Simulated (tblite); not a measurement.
C4H8FNSi2.
Atom-mapped SMILES: `[CH:1]#[C:2][Si@@:3]([F:4])([CH2:5][SiH3:6])[N:7]=[CH2:8]` (hydrogens: H9 on C1; H10, H11 on C5; H12, H13, H14 on Si6; H15, H16 on C8)

A start from a force field or distance geometry was refined with GFN2-xTB geometry optimisation, gas phase in tblite 0.8.0. Values at the start:

| coordinate | start |
| --- | --- |
| C1≡C2 | 1.203 Å |
| C1–H9 | 1.065 Å |
| C2–Si3 | 1.866 Å |
| Si3–F4 | 1.590 Å |
| Si3–C5 | 1.834 Å |
| Si3–N7 | 1.741 Å |
| C5–Si6 | 1.835 Å |
| C5–H10 | 1.097 Å |
| C5–H11 | 1.099 Å |
| Si6–H12 | 1.484 Å |
| N7=C8 | 1.295 Å |
| C8–H15 | 1.105 Å |
| C8–H16 | 1.095 Å |
| C1–C2–Si3 | 178.5° |
| C2–Si3–F4 | 109.4° |
| C2–Si3–N7 | 109.3° |
| Si3–C5–Si6 | 107.1° |
| Si3–N7–C8 | 115.0° |
| F4–Si3–C5 | 109.9° |
| F4–Si3–N7 | 106.8° |
| C5–Si3–N7 | 105.3° |
| C2–Si3–C5–Si6 | -65° |
| C2–Si3–N7–C8 | 80° |

**Question.** How do these coordinates change at the GFN2-xTB level?

**Answer.** 
| coordinate | GFN2-xTB (Å or °) | change |
| --- | --- | --- |
| C5–Si6 | 1.901 | +0.066 |
| Si3–C5 | 1.887 | +0.053 |
| N7=C8 | 1.248 | -0.047 |
| Si3–F4 | 1.630 | +0.040 |
| C2–Si3 | 1.846 | -0.020 |
| Si6–H12 | 1.464 | -0.020 |
| Si3–N7 | 1.723 | -0.018 |
| C1–H9 | 1.052 | -0.013 |
| C8–H15 | 1.094 | -0.011 |
| C5–H11 | 1.090 | -0.009 |
| C5–H10 | 1.089 | -0.008 |
| C8–H16 | 1.088 | -0.007 |
| C1≡C2 | 1.201 | -0.002 |
| Si3–N7–C8 | 134.2 | +19.2 |
| Si3–C5–Si6 | 114.2 | +7.1 |
| F4–Si3–N7 | 113.8 | +7.0 |
| C2–Si3–N7 | 104.8 | -4.5 |
| C5–Si3–N7 | 109.3 | +4.0 |
| C2–Si3–F4 | 106.4 | -3.0 |
| F4–Si3–C5 | 107.9 | -2.0 |
| C1–C2–Si3 | 179.5 | +1.0 |
| C2–Si3–N7–C8 | 117 | +37 |
| C2–Si3–C5–Si6 | -63 | +2 |

The energy falls by 0.394 eV over 77 L-BFGS steps, the largest force on an atom goes from 3.32 to 0.010 eV/Å, and the atoms move by 0.348 Å rms after alignment. The bond that changes most is C5–Si6 (sp3 carbon bound to silicon to SiH3 silicon), which lengthens by 0.066 Å. Bonds longer at the end by more than 0.005 Å: 3 of 15; shorter: 11. Among the dihedrals that turn most is F4–Si3–N7–C8, from -39° to 1°. Rotational constants go from 1875, 1058, 829.9 to 1760, 977.1, 773.6 MHz.

Time: 0.64 s wall. Hardware: an Arm Neoverse V1 with one thread (shared host).

Its GFN2-xTB frequencies are all real (lowest 32 cm⁻¹). One conformer, not necessarily the lowest.

All values are computed, not measured.
